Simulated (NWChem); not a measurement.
# HTeCl; SMILES Cl[TeH]

All runs: NWChem. All runs use the structure optimised with PBE0/def2-SVP (def2 core potentials past Kr).

For level PBE/STO-3G, non-relativistic:

```
Item                         Result
---------------------------  ------
highest occupied level (eV)   -3.54
orbital gap (eV)               2.63
dipole (D)                     2.09
```

Task: What are these values for level PBE/3-21G, non-relativistic?

Result: 
| Item | Result |
|---|---|
| highest occupied level (eV) | -5.55 |
| orbital gap (eV) | 1.91 |
| dipole (D) | 2.56 |
